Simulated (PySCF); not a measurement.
Gas-phase reaction: 2 C2F5 = F2 + 4 CF2

Energies from PySCF, thermal terms from the rigid-rotor harmonic-oscillator model, ideal gas at 1 bar. † marks an energy on the PBE0/def2-TZVP geometry and frequencies; other levels use their own. MP2 and CCSD(T) freeze the core. 6-31G* has spherical d functions here. Open shells (unrestricted): C2F5 (multiplicity 2); the rest are closed-shell singlets. B3LYP is the form with VWN-RPA correlation. C2F5: computed as isolated molecules; such fragments, hydroxides, amides, oligomers or adducts are transient or little studied in the gas. MP2 isn't extrapolated to the basis-set limit. CCSD(T) isn't extrapolated to the basis-set limit.

| level | ΔH°(298 K), kJ |
|---|---|
| B3LYP/6-31G* | … |
| B3LYP/def2-TZVP† | 1010 |
| BLYP/def2-TZVP† | … |
| CCSD(T)/def2-SVP† | 1048 |
| HF/def2-TZVP† | 1086 |
| MP2/def2-SVP† | 1134 |
| PBE/def2-SVP | 1125 |
| r2SCAN/def2-TZVP† | … |
| LDA/def2-TZVP† | … |
| ωB97X-V/def2-TZVP† | 1053 |

### Question
Fill in the missing entries.

### Answer

- B3LYP/6-31G*, ΔH°(298 K), kJ: 1075
- BLYP/def2-TZVP†, ΔH°(298 K), kJ: 923
- r2SCAN/def2-TZVP†, ΔH°(298 K), kJ: 1122
- LDA/def2-TZVP†, ΔH°(298 K), kJ: 1226
